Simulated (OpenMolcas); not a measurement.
# Worked example: vertical ionisation energy of SiHCl2O (SMILES [O][SiH](Cl)Cl)

SiHCl2O: 5 atoms, total charge 0, spin state doublet. SMILES: `[O][SiH](Cl)Cl`. The coordinates come from a PBE0-D4/def2-TZVP relaxation.

Both states at this one shape; open shells run unrestricted unless said. 1 Eh = 27.2114 eV.

| level | program | doublet SiHCl2O (Eh) | singlet SiHCl2O+ (Eh) |
| --- | --- | --- | --- |
| UHF/6-311+G** | OpenMolcas | -1283.508609 | -1282.976037 |
| USVWN5/6-311+G** | OpenMolcas | -1281.172308 | -1280.729765 |

Problem. Work out the vertical ionisation energy at each level.

Solution. 
1. UHF/6-311+G**: -1282.976037 − (-1283.508609) = 0.532572 Eh = 14.49 eV.
2. USVWN5/6-311+G**: -1280.729765 − (-1281.172308) = 0.442543 Eh = 12.04 eV.

No measured value is set beside it here; the levels span 12.04 to 14.49 eV. Hartree–Fock favours the state with fewer electron pairs, since it lacks pair correlation.
